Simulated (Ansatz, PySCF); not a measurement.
Noncovalent pair: GeH4 (SMILES [GeH4]) (first 5 atoms) with CH5N (SMILES CN); geometry from B3LYP-D3(BJ)/def2-TZVP.
(charge 0, multiplicity 1):
```xyz
12

Ge     0.10565     0.26755     0.49319
H      0.53968     1.70023     0.82416
H     -1.31362    -0.01193     1.00408
H      1.09898    -0.75566     1.05850
H      0.09337     0.11522    -1.04620
C     -0.30995    -0.92555     4.07278
N      0.08051     0.42391     3.66794
H      0.41380    -1.64020     3.67822
H     -1.27671    -1.16608     3.62803
H     -0.38553    -1.08014     5.15669
H      0.98559     0.67086     4.04931
H     -0.58327     1.11107     4.00383
```

Basis-set superposition error: the interaction energy with monomers in their own basis, and in the dimer's basis (counterpoise).

Programs: Ansatz (an electronic-structure program); PySCF for 6-31G* rows, M06-2X. 

| level | uncorrected (kJ/mol) | counterpoise (kJ/mol) | difference |
|---|---|---|---|
| HF/6-31G* | -5.3 | -0.3 | 5.0 |
| PBE/def2-TZVPPD | -6.4 | -5.6 | 0.8 |
| PBE0/def2-TZVPPD | -6.7 | -6.0 | 0.7 |
| M06-2X/def2-TZVPPD | -15.3 | -14.4 | 0.9 |
| CAM-B3LYP/def2-TZVPPD | -5.6 | -4.8 | 0.8 |
| wB97X-V/def2-TZVPPD | -12.0 | -11.3 | 0.7 |
| MP2/6-31G* | -13.5 | -3.4 | 10.1 |
| SCS-MP2/aug-cc-pVDZ | -12.5 | -7.5 | 5.0 |
| CCSD/aug-cc-pVDZ | -12.9 | -8.4 | 4.6 |
| CCSD(T)/aug-cc-pVDZ | -14.6 | -9.8 | 4.8 |

The error is largest for MP2/6-31G* (10.1 kJ/mol) and smallest for PBE0/def2-TZVPPD (0.7 kJ/mol).
